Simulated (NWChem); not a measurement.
Species: TaF$_{6}$ anion; SMILES [F][Ta-]([F])([F])([F])([F])[F]

Program: NWChem. Sets without diffuse functions describe the anion's extra electron poorly. Coordinates come from a B3LYP/def2-SVPD optimisation. Not confirmed as a minimum by frequencies. def2 effective core potentials on Ta; no spin-orbit coupling. Level M06-2X/def2-SVP: energy and gradient on several grids; changes count from the extra-fine grid, which is no exact limit either.

| grid | size of the energy change (μHa) | largest change of a gradient component (μHa/bohr) | time, medium = 1 (rough) |
|---|---|---|---|
| xcoarse | 4000 | 800 | about 1 |
| coarse | 3000 | 300 | about 1 |
| medium | 20 | 90 | about 1 |
| fine | 20 | 40 | about 1 |
| xfine | < 10 | < 30 | 2 |
